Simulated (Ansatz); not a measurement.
Gas-phase reaction R1 + R2 → P1 + P2, each structure at its B3LYP-D3(BJ)/def2-TZVP stationary point, reached from a drawn start (curvature not checked).
P1, H2 (SMILES [H][H]) (charge 0, multiplicity 1):
```xyz
2

H      0.0000     0.0000     0.3720
H      0.0000     0.0000    -0.3720
```
R1, HCl (SMILES Cl) (charge 0, multiplicity 1):
```xyz
2

Cl     0.0000     0.0000     0.6410
H      0.0000     0.0000    -0.6410
```
R2: SiH4 (SMILES [SiH4]), charge 0, multiplicity 1.
P2: ClH3Si (SMILES [SiH3]Cl), charge 0, multiplicity 1.

P less R. No zero-point or thermal terms.

Frozen-core correlation throughout.

Run with Ansatz (Gaussian basis) for Hartree–Fock, density functionals and correlated methods. All values are computed, each at the level named.

### Question
Predict the reaction energy from CCSD/cc-pV(T+d)Z.

### Answer
-0.66 eV

### Question
Estimate the reaction energy that SCS-MP2/cc-pV(D+d)Z returns for this input.

### Answer
-0.56 eV

### Question
Give the reaction energy at the level HF/cc-pV(Q+d)Z.

### Answer
-0.65 eV

Ansatz is a program for electronic structure.
